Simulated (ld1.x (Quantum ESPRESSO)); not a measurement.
**Tm, ultrasoft: configuration errors across variants**

Tm, ultrasoft, made with ld1.x (Quantum ESPRESSO) 7.5 (PBE, scalar-relativistic). Core [Kr] 4d10, reference 4f13 5s2 5p6 5d0 6s1 6p1. Waves: 5s (bound): rcut 1.60, rcutus 1.95 bohr; 6s (bound): rcut 1.60, rcutus 1.95 bohr; 5p (bound): rcut 1.95, rcutus 2.10 bohr; 6p (bound): rcut 1.95, rcutus 2.10 bohr; 5d (bound, empty): rcut 3.10, rcutus 3.70 bohr; 5d channel at 1.3 Ry: rcut 3.10, rcutus 3.70 bohr; 4f (bound): rcut 0.80, rcutus 0.90 bohr; 4f channel at 1.8 Ry: rcut 0.80, rcutus 0.90 bohr. Local part: all-electron potential smoothed inside 2.10 bohr (lloc = -2). Core correction: none. Augmentation charge: PSQ, inside the norm-conserving radii.

All-electron excitation energies from the reference (eV): (1) 4f13 5s2 5p6 5d0 6s2 6p0 -2.857; (2) 4f13 5s2 5p6 5d0 6s1 6p0 3.600; (3) 4f13 5s2 5p6 5d0 6s0 6p0 15.700; (4) 4f12 5s2 5p6 5d0 6s0 6p0 42.121.

Tests that are not counted but printed errors over 1 eV. “base”: 4f11 5s2 5p6 5d0 6s0 6p0 (solver errors, printed error -48.9 eV). “waves 5d (bound): rcut 3.10, rcutus 3.74 bohr; 5d channel at 1.3 Ry: rcut 3.10, rcutus 3.74 bohr”: 4f11 5s2 5p6 5d0 6s0 6p0 (solver errors, printed error -48.9 eV).

3 further variants failed, have other tests or too few solved ones, and are left out.

Errors AE − PS in meV (a dash: test not solved or not reliable):

```tsv
change	(1)	(2)	(3)	(4)	bound ghosts
base	+1.4	-2.3	-12	-1623	none
all radii scaled by about 1.29 (s 2.52, p 2.72, d 4.78, f 1.16 bohr, rcut 2.06/2.52/4.00/1.04); local potential all-electron potential smoothed inside 2.72 bohr (lloc = -2)	–	–	–	–	none
waves 5p (bound): rcut 1.95, rcutus 2.66 bohr; 6p (bound): rcut 1.95, rcutus 2.66 bohr	-23	-51	-102	–	none
waves 5d (bound): rcut 3.10, rcutus 3.74 bohr; 5d channel at 1.3 Ry: rcut 3.10, rcutus 3.74 bohr	+1.4	-2.3	-12	-1623	none
waves 4f (bound): rcut 0.66, rcutus 0.70 bohr; 4f channel at 1.8 Ry: rcut 0.66, rcutus 0.70 bohr	+1.5	-1.8	-8.7	-308	none
waves 5s (bound): rcut 1.60, rcutus 2.14 bohr; 6s (bound): rcut 1.60, rcutus 2.14 bohr	+1.5	-2.7	-8.7	-1587	none
```

Give the same row for: local potential all-electron potential smoothed inside 1.34 bohr (lloc = -2).

+1.5, -2.1, -9.7, –; bound ghosts: none.
